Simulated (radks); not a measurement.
Question: These are the eigenvalues of the occupied orbitals of an atom or ion with whole-number occupations (hartree). Method: non-relativistic Kohn-Sham, LB94 model potential, spin-polarised, spherical densities, point nucleus; computed with a radial shooting solver on a logarithmic mesh with Libxc functionals.

| orbital | eigenvalue |
|---|---|
| 1s down | -588.2454 |
| 1s up | -588.2423 |
| 2s down | -88.30572 |
| 2s up | -88.30441 |
| 2p down | -81.59649 |
| 2p up | -81.58902 |
| 3s up | -22.04718 |
| 3s down | -21.91523 |
| 3p up | -19.57200 |
| 3p down | -19.43965 |
| 3d up | -15.13095 |
| 3d down | -15.00708 |

Which element is it, and in what charge state? The configuration may be excited. Open shells, if any, are filled with parallel spins first.

Answer: Z = 38, strontium, charge +12: Sr12+ in [Ar] 3d8. The list shows which subshells hold electrons but not how many an open one holds; the 1s level, -588.25 hartree, gives Z - s = 34.3 by -(Z - s)^2/2, which with screening narrows Z to a few neighbours, and the depths of the outer levels then fix element, charge and occupations together.
